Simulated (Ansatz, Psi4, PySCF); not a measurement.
Species: C2HF2, charge 0, multiplicity 2. SMILES: FC=[C]F
Geometry: optimised at B3LYP-D3(BJ)/def2-TZVP (Ansatz, a quantum-chemistry and plane-wave program).

Wanted: size of the dipole moment, in D. Set-up: 6-311+G** with 5d; open shells spin-unrestricted; spin-orbit terms left out; LANL2DZ all-electron up to Ne; six Cartesian d functions in 6-31G* and its kin unless marked 5d; no dispersion term unless named; non-relativistic. First-principles rows: single points at B3LYP-D3(BJ) geometries (Ansatz).

```tsv
level	program	size of the dipole moment (D)
PBE/6-31G*	Ansatz	1.08
PBE/6-311+G**	Ansatz	1.23
BLYP/6-31G*	Ansatz	1.07
BP86/def2-SVP	PySCF	1.15
BP86/6-31G* (5d)	PySCF	1.09
B3LYP/LANL2DZ	Ansatz	1.41
B3LYP/6-31G*	Ansatz	1.07
B3LYP/6-311+G**	Ansatz	1.22
M06-2X/6-31G* (5d)	PySCF	1.01
M06-2X/6-311+G**	PySCF	1.15
wB97X-D/6-31G*	Psi4	1.11
wB97X-D/6-311+G**	Psi4	1.22
B3PW91/6-31G* (5d)	PySCF	1.08
```

No value to compare with is used here. The 13 habitual levels span 1.01 (M06-2X/6-31G* (5d)) to 1.41 D (B3LYP/LANL2DZ).

The levels are drawn from those run, B3LYP/6-31G* more often than the rest, none by its result; left out are runs that failed, that the program found above a lower state of the same kind, or whose <S^2> lies over 0.5 above the pure value.
